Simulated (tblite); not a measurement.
C8H16N2.
Cartesian coordinates in Å at the GFN2-xTB level; atoms count from 1:
```xyz
26
C8H16N2 angstrom
C      3.173   -0.731   -0.952
C      1.927    0.109   -0.707
N      0.991   -0.647    0.103
N     -0.297   -0.062    0.165
C     -1.288   -1.080    0.379
C     -1.471   -2.099   -0.701
C     -2.518   -1.053   -0.479
C     -0.402    1.011    1.115
C     -1.549    1.967    1.002
C     -0.165    2.417    0.648
H      3.858   -0.206   -1.612
H      2.898   -1.680   -1.404
H      3.684   -0.935   -0.013
H      1.423    0.320   -1.653
H      2.214    1.070   -0.250
H      1.381   -0.804    1.039
H     -1.401   -1.417    1.412
H     -1.679   -3.118   -0.413
H     -0.838   -2.002   -1.568
H     -3.460   -1.340   -0.036
H     -2.594   -0.266   -1.212
H     -0.067    0.760    2.129
H     -2.000    2.333    1.912
H     -2.247    1.813    0.196
H      0.349    3.099    1.309
H      0.055    2.562   -0.397
```

All values are computed: GFN2-xTB (tblite) harmonic vibrations without scaling, gas phase. Against measured fundamentals such values can be off by several per cent, at times by over 20. One conformer, not necessarily the lowest.

Harmonic wavenumbers (cm⁻¹): 51.5, 62.0, 80.3, 86.2, 132.9, 152.5, 211.7, 254.2, 279.1, 351.4, 360.2, 414.1, 472.8, 543.3, 769.7, 796.5, 806.1, 827.3, 846.7, 850.4, 876.1, 930.2, 946.6, 991.9, 1006.4, 1019.8, 1024.4, 1062.2, 1066.2, 1070.4, 1073.6, 1078.8, 1093.3, 1094.0, 1101.5, 1148.2, 1152.5, 1155.1, 1171.0, 1179.5, 1208.3, 1248.2, 1259.8, 1269.1, 1328.4, 1360.8, 1368.8, 1403.9, 1412.2, 1422.1, 1425.2, 1475.6, 1484.2, 1489.9, 1495.2, 1501.7, 2833.9, 2864.6, 2911.9, 2977.5, 3030.4, 3042.7, 3053.4, 3081.8, 3085.2, 3089.4, 3094.4, 3108.7, 3109.5, 3125.6, 3127.7, 3186.3.

A = 1488, B = 1099, C = 690.1 MHz; mass 140.131 u (most abundant isotopes); point group C1, symmetry number 1.

**Question.** Zero-point energy?

**Answer.** ½Σν̃ = 50234 cm⁻¹ = 143.62 kcal/mol.

**Question.** Give the ideal-gas entropy at 350 K and 1 bar in the rigid-rotor, harmonic-oscillator model (classical rotation).

**Answer.** Translation 41.55, rotation 30.51, vibration 41.49: S = 113.5 cal/(mol K).

**Question.** And Cp and H(350 K) − H(0)?

**Answer.** Cp = 51.53 cal/(mol K), of which vibrations give 43.58 (their classical limit is 72 R = 143.1); H(350 K) − H(0) = 10.24 kcal/mol without the zero-point energy, 7.46 from vibrations.

**Question.** Which modes carry the vibrational entropy at 350 K?

**Answer.** 51.5 cm⁻¹: 5.08; 62.0 cm⁻¹: 4.71; 80.3 cm⁻¹: 4.20; 86.2 cm⁻¹: 4.06; 132.9 cm⁻¹: 3.21; 152.5 cm⁻¹: 2.95 cal/(mol K); the other 66 give 17.28 together.

**Question.** Blend soft modes into free rotors: weight 1/[1 + (100 cm⁻¹/ν̃)⁴] for the oscillator and the rest for a rotor with moment μB/(μ + B), μ = h/(8π²ν), B = 10⁻⁴⁴ kg m². What vibrational entropy results?

**Answer.** 37.69 cal/(mol K) in place of 41.49, which changes −T·S at 350 K by +1.33 kcal/mol.

**Question.** How do the functions run with temperature in this model?

**Answer.** 
```json
{"T (K)": "150", "S (cal/(mol K))": "82.9", "Cp (cal/(mol K))": "26.3", "H − H(0) (kcal/mol)": "2.65", "G − H(0) (kcal/mol)": "-9.78", "ln q(vib)": "3.94"}
{"T (K)": "250", "S (cal/(mol K))": "98.8", "Cp (cal/(mol K))": "37.4", "H − H(0) (kcal/mol)": "5.80", "G − H(0) (kcal/mol)": "-18.88", "ln q(vib)": "7.10"}
{"T (K)": "298.15", "S (cal/(mol K))": "105.9", "Cp (cal/(mol K))": "44.0", "H − H(0) (kcal/mol)": "7.76", "G − H(0) (kcal/mol)": "-23.81", "ln q(vib)": "8.57"}
{"T (K)": "400", "S (cal/(mol K))": "120.9", "Cp (cal/(mol K))": "58.6", "H − H(0) (kcal/mol)": "12.99", "G − H(0) (kcal/mol)": "-35.36", "ln q(vib)": "11.69"}
{"T (K)": "600", "S (cal/(mol K))": "149.4", "Cp (cal/(mol K))": "82.1", "H − H(0) (kcal/mol)": "27.21", "G − H(0) (kcal/mol)": "-62.42", "ln q(vib)": "17.94"}
{"T (K)": "900", "S (cal/(mol K))": "187.3", "Cp (cal/(mol K))": "104.4", "H − H(0) (kcal/mol)": "55.46", "G − H(0) (kcal/mol)": "-113.08", "ln q(vib)": "27.19"}
```

q(vib) and H(0) count from the zero-point level.

Hindered rotation and anharmonicity are outside this model. Other conformers, if any are populated, would add a mixing term that is left out. The structure is chiral; the term R ln 2 for an equal mix with its mirror image is left out.
